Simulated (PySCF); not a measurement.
# Does the structure fit the spectrum?

A compound C₈H₁₄N₂ gives the data below (simulated from a calculation) and was assigned the structure `C=CCN/N=C(/C)C1CC1`.

$^{13}$C{$^{1}$H} NMR (computed): δ 136.3 (CH), 134.6 (CH), 131.3 (C), 124.0 (CH2), 31.0 (CH), 22.2 (CH3, 2C), 21.7 (CH3).

$^{1}$H NMR (400 MHz, computed): δ 6.53 (m, 1H), 6.09 (d, 1H), 5.64 (m, 1H), 5.55 (m, 1H), 2.20 (m, 1H), 2.14 (s, 3H), 1.03 (d, 6H).

Isolated molecule, one averaged value for each set of equivalent atoms, no relativistic terms, a single conformation. GIAO PBE0/pcSseg-1 shieldings; geometry from GFN2-xTB; PySCF 2.14.

Referencing at the same level of theory: TMS for $^{1}$H (31.72 ppm) and $^{13}$C (186.93 ppm).

Question: Compare with the shifts computed for the proposed structure, pairing carbons in order of shift.

Answer: Numbering as in the mapped SMILES `[CH2:1]=[CH:2][CH2:3][NH:4]/[N:5]=[C:6](/[CH3:7])[CH:8]1[CH2:9][CH2:10]1`; H(Xn) means a hydrogen on atom n.

| atom | computed for proposal | given list | difference |
| --- | --- | --- | --- |
| C2 | 147.1 | 136.3 | +10.8 |
| C6 | 138.7 | 134.6 | +4.1 |
| C1 | 122.3 | 131.3 | -9.0 |
| C3 | 61.2 | 124.0 | -62.8 |
| C7 | 25.8 | 31.0 | -5.2 |
| C8 | 11.6 | 22.2 | -10.6 |
| C9 | 5.4 | 22.2 | -16.8 |
| C10 | 5.4 | 21.7 | -16.3 |

The rms difference is 24.6 ppm and the largest -62.8 ppm at C3 (allylic sp3 CH2 bonded to N). The carbon types in order of shift don't match either: CH, C, CH2, CH2, CH3, CH, CH2, CH2 for the proposal against CH, CH, C, CH2, CH, CH3, CH3, CH3 in the data. The proposal doesn't fit.

Question: Which isomer fits?

Answer: SMILES N(/N=C(\C=C)C)=C/C(C)C.

- Carbon types of the structure: 1 × C, 3 × CH, 1 × CH2, 3 × CH3, which accounts for all hydrogens.
- δC 136.3, 131.3: C=N carbon.
- δC 134.6: alkene CH; an sp2 carbon of a C=C bond.
- δC 124.0: terminal =CH2 carbon; as expected for a trigonal carbon in a double bond.
- δC 22.2, 21.7: methyl carbon; aliphatic region, no heteroatom directly attached.

Other isomers checked: Cc1cnn(C(C)(C)C)c1 (rms 24.9 ppm); CCc1cnn(CC)c1C (rms 27.8 ppm).

This is the structure that produced the data.

Shifts are as computed. Against solution values, carbons near 30 ppm lie about +3 ppm off and those near 130 ppm about +5 ppm. Of 1211 compounds with measured shifts, 218 miss one by over three times the rms of a fit or turn the order of signals round; such compounds aren't used in these exercises. Multiplicities follow the n + 1 count of equivalent neighbours, as no J values were calculated; m marks all less simple cases, F and P coupling included.
